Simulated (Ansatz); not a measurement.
Reaction (ligand exchange at the Si–O bond): `CO[SiH](N)O[SiH3]` + `FBN[SiH3]` → `FBN([SiH3])[SiH3]` + `CO[SiH](N)O`

Isolated molecules relaxed with PBE0-D4/def2-TZVP in Ansatz; ΔE leaves out vibrations. CBS: MP2 limit from def2 TZ/QZ plus the TZ coupled-cluster correction, frozen cores. DFT in def2-TZVPP. Each species was taken in one conformer, which may not be the lowest.

`CO[SiH](N)O[SiH3]`:

```xyz
15

C    -1.017    0.125    1.889
O     0.182    0.666    1.377
Si    0.465    0.948   -0.204
N    -0.791    1.861   -0.901
O     0.505   -0.422   -1.094
Si    1.098   -1.944   -1.117
H    -1.089    0.389    2.946
H    -1.019   -0.966    1.803
H    -1.893    0.520    1.365
H     1.802    1.578   -0.198
H    -0.983    2.807   -0.620
H    -1.085    1.679   -1.846
H     0.807   -2.534   -2.447
H     0.449   -2.766   -0.062
H     2.568   -1.942   -0.890
```

`FBN[SiH3]`:

Z-matrix (Å, degrees):
```
Si
N 1 1.749
H 1 1.483 2 111.0
H 1 1.485 2 106.5 3 119.3
H 1 1.483 2 111.0 3 -121.4
B 2 1.400 1 126.3 3 60.8
H 2 1.008 1 117.2 3 -119.3
F 6 1.338 2 118.2 1 -0.1
H 6 1.196 2 123.2 1 179.9
```

`FBN([SiH3])[SiH3]`:

Z-matrix (Å, degrees):
```
Si
N 1 1.749
H 1 1.485 2 109.9
H 1 1.482 2 108.6 3 -120.4
H 1 1.485 2 109.9 3 119.1
B 2 1.409 1 121.5 3 119.9
Si 2 1.759 1 119.3 3 -60.0
F 6 1.339 2 118.6 1 -179.9
H 6 1.196 2 123.5 1 0.0
H 7 1.486 2 106.0 1 -0.0
H 7 1.482 2 110.9 1 -118.7
H 7 1.482 2 110.9 1 118.7
```

`CO[SiH](N)O`:

Cartesian coordinates in Å:
```
C -1.724 -1.055 -0.128
O -0.332 -0.956 0.062
Si 0.465 0.454 0.266
N 2.154 0.255 0.240
O -0.036 1.406 -0.976
H -2.042 -0.518 -1.027
H -1.980 -2.111 -0.240
H -2.276 -0.656 0.731
H 0.128 1.055 1.582
H 2.608 -0.184 -0.546
H 2.639 0.053 1.099
H 0.396 2.256 -1.064
```

```
            species  PBE0-D4 energy (Eh)
`CO[SiH](N)O[SiH3]`           -827.48223
        `FBN[SiH3]`           -471.82955
`FBN([SiH3])[SiH3]`           -762.42612
      `CO[SiH](N)O`           -536.86367
```

(1) Work out ΔE.

Largest T1 diagnostic among the species: 0.012.

## Answers

(1) ΔE = (-762.42612) + (-536.86367) − (-827.48223) − (-471.82955) = 0.02199 Eh = +0.60 eV. CCSD(T)/CBS gives +0.62 eV.

In def2-TZVPP, CCSD(T) changes the Hartree–Fock value by −0.19 eV (the triples alone add −0.03 eV) and MP2 by −0.20 eV.
